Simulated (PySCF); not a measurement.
# BaH₂: one-bond stretch

Computed with PBE0 in PySCF with Ba x2c-TZVPall, H x2c-TZVPall; spin-free X2C, no spin–orbit coupling; density-fitted integrals.

Rigid scan from the singlet minimum (Ba–H 2.255 Å (×2); H–Ba–H 115.1°). Coordinate: the bond from Ba to the last atom (H) scaled, the rest fixed. Energies in kJ/mol from the minimum.

| scale of one bond | E (kJ/mol) | dipole size (D) |
| --- | --- | --- |
| 0.92 | 9.2 | 6.57 |
| 0.96 | 2.1 | 6.73 |
| 1.00 | 0.0 | 6.91 |
| 1.05 | 2.6 | 7.14 |
| 1.12 | 13.0 | 7.49 |
| 1.20 | 31.0 | 7.90 |
| 1.35 | 72.6 | 8.70 |
| 1.55 | 129.5 | – |
| 1.80 | 190.9 | – |
| 2.20 | 260.5 | – |

The scan took 10 s on 2 threads of a shared Arm Neoverse V1 host; the process peaked at 0.82 GiB. Launch command: `OMP_NUM_THREADS=2 python axn.py task.json out`.
